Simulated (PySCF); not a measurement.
**GaO, PBE0: how much the basis matters**

PySCF, UKS reference; doublet, unpaired electrons σ ↑; De to Ga + O without counterpoise correction.

| basis | relativity | functions | Re (Å) | ωe (cm⁻¹) | De (eV) | μ (D) |
| --- | --- | --- | --- | --- | --- | --- |
| cc-pVDZ-PP/cc-pVDZ | scalar-relativistic core potentials | 37 | 1.729 | 703 | 3.87 | -3.40 |
| jorge-DZP-DKH | spin-free X2C | 58 | 1.697 | 743 | 4.08 | -3.61 |
| cc-pVTZ-PP/cc-pVTZ | scalar-relativistic core potentials | 69 | 1.704 | 736 | 4.12 | -3.59 |
| def2-TZVPP | no relativity | 79 | 1.705 | 741 | 4.17 | -3.70 |
| def2-TZVPPD | no relativity | 94 | 1.705 | 741 | 4.18 | -3.84 |

How does each smaller set differ from the one with most functions, def2-TZVPPD?

cc-pVDZ-PP/cc-pVDZ: +2.4 pm, -5.1 % in ωe, -0.31 eV in De; jorge-DZP-DKH: -0.8 pm, +0.3 % in ωe, -0.10 eV in De; cc-pVTZ-PP/cc-pVTZ: -0.1 pm, -0.7 % in ωe, -0.06 eV in De; def2-TZVPP: +0.0 pm, +0.0 % in ωe, -0.01 eV in De. All at PBE0; the set with most functions is neither the basis-set limit nor always the best. The rows treat relativity differently, so the differences are not basis effects alone.

A positive dipole means Ga(−)O(+). Spin–orbit coupling is left out. The state is the lowest determinant that a PBE0 search found; another state may lie lower at other levels.
